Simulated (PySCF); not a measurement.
This PySCF input asks for the NMR shieldings of `O(C(CCC)=O)C`, C₅H₁₀O₂; the geometry comes from GFN2-xTB.

```python
import basis_set_exchange as bse
import numpy as np
from pyscf import gto, dft
from pyscf.prop import nmr

atoms = """
C    -1.946509    0.705787    0.390768
C    -1.662023   -0.673853   -0.189273
C    -0.359002   -1.263377    0.360380
C     0.822531   -0.430303   -0.077530
O     1.146794   -0.225472   -1.216942
O     1.474177    0.075014    0.978542
C     2.599326    0.895632    0.697129
H    -1.983232    0.664600    1.477369
H    -1.170244    1.409986    0.100079
H    -2.900369    1.080576    0.027327
H    -1.584442   -0.605766   -1.275548
H    -2.483881   -1.350160    0.053155
H    -0.222592   -2.271098   -0.036207
H    -0.380075   -1.302840    1.449256
H     2.343247    1.642572   -0.057142
H     2.873113    1.372402    1.635004
H     3.426184    0.288330    0.323186
"""
names = dict.fromkeys(["C", "O", "H"], "pcSseg-1")
basis = {el: gto.basis.parse(bse.get_basis(n, elements=[el], fmt="nwchem")) for el, n in names.items()}
mol = gto.M(atom=atoms, basis=basis, charge=0, verbose=0)
mf = dft.RKS(mol, xc="PBE0")
mf.grids.level = 2
mf.grids.alignment = dft.numint.BLKSIZE   # the property module wants whole blocks of grid points
mf.conv_tol = 1e-9
mf.kernel()

calc = nmr.RKS(mf)   # GIAO
C = mf.mo_coeff
Co = C[:, mf.mo_occ > 0]
resp = mf.gen_response(singlet=True, hermi=2)
def vind(x):   # induced exchange potential for any number of trial vectors
    d = np.einsum("pi,xij,qj->xpq", C, 2 * x.reshape(-1, C.shape[1], Co.shape[1]), Co, optimize=True)
    return np.einsum("xpq,pi,qj->xij", resp(d - d.transpose(0, 2, 1)), C, Co, optimize=True).ravel()
mo1, _ = nmr.rhf.solve_mo1(calc, with_cphf=vind)
sigma = calc.kernel(mo1)
for i, s in enumerate(sigma):   # ppm
    print("%2d %-2s %9.2f" % (i, mol.atom_pure_symbol(i), np.trace(s) / 3))
```

Question: What does it print?

Answer: 
```
 0 C     171.17
 1 C     162.46
 2 C     146.59
 3 C       5.70
 4 O     -91.32
 5 O     134.04
 6 C     133.77
 7 H      30.95
 8 H      30.86
 9 H      30.57
10 H      29.77
11 H      30.18
12 H      29.24
13 H      29.55
14 H      27.48
15 H      28.06
16 H      28.05
```

These numbers come from an equivalent density-fitted implementation of the same equations, which agrees with the script to about 0.01 ppm for H and up to a few tenths of a ppm for heavy atoms, so last digits may differ.

Question: Turn these shieldings into chemical shifts. Referencing at the same level of theory: TMS for 13C (σ = 186.93 ppm) and 1H (σ = 31.72 ppm); H2O for 17O (σ = 336.08 ppm).

Answer: Averaging equivalent atoms: C 3: 181.2; C 6: 53.2; C 2: 40.3; C 1: 24.5; C 0: 15.8; O 4: 427.4; O 5: 202.0; H 14/15/16: 3.86; H 12/13: 2.32; H 10/11: 1.74; H 7/8/9: 0.92 ppm. Unscaled 17O shifts of doubly bonded oxygen tend to come out too high, by tens of ppm or more. Experimental scales use liquid or dissolved standards, which lie at an offset from isolated H2O (liquid H2O: subtract about 36 ppm).

Size and cost of the density-fitted run: 169 basis functions, 32 s wall time on 1 thread of an Arm Neoverse V1, shared host.
